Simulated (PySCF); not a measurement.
BeClBr, SMILES [Be]([Cl])[Br]. Geometry: r2SCAN-D4/def2-TZVP.

### Question
Give the equilibrium geometry at r2SCAN-D4/def2-TZVP (PySCF confirms it by a frequency run) as bond lengths and angles, and its point group. (The exact figures need the calculation; the answer reports its results.)

### Answer
point group C∞v.
Atoms: Be1 Cl2 Br3. Bonds (Å): Be1–Cl2 1.803, Be1–Br3 1.956. Angles (°): Cl2–Be1–Br3 180.0.
